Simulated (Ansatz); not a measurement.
`C[O+]1[Ga-]([Cl])([Cl])[O+](C)[Ga-]1([Cl])[Cl]`, charge 0, multiplicity 1.

(1) Give a relaxed structure at PBE0-D4/def2-TZVP (Ansatz 0.2.0). (Estimate.)

Answers

(1) Computed: 
Z-matrix (Å, degrees):
```
Ga
O 1 1.911
Cl 1 2.131 2 115.3
Ga 1 2.909 2 40.5 3 107.5
Cl 1 2.131 2 109.5 3 -138.9
O 1 1.911 2 80.9 3 107.4
C 2 1.426 1 126.5 3 102.2
Cl 4 2.131 1 119.9 2 85.3
Cl 4 2.131 1 120.1 2 -94.7
C 6 1.426 1 126.5 2 -150.3
H 7 1.091 2 109.7 1 11.7
H 7 1.091 2 109.7 1 130.9
H 7 1.091 2 109.2 1 -108.7
H 10 1.091 6 109.7 1 12.0
H 10 1.091 6 109.7 1 131.2
H 10 1.091 6 109.2 1 -108.4
```
Point group C2h.
This is one stationary point; other conformers may exist.
